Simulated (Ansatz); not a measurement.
Harmonic frequencies (cm⁻¹) at PBE0-D4/def2-TZVP from Ansatz: 85, 163, 236, 236, 239, 259, 347, 351, 369, 408, 495, 576, 668, 678, 729, 759, 798, 1065, 3889, 3892, 3916.

Each molecule was computed in one conformer, which needn't be the lowest.

(1) Which molecule is it?
A. `[F][W]([F])([F])([F])([F])[F]`
B. `C[O][W](=[O])([F])=[S]`
C. `[O]=[W]([OH])([OH])([OH])[F]`
D. `[O]=[W]([OH])([F])([F])[Cl]`

## Answers

(1) C.
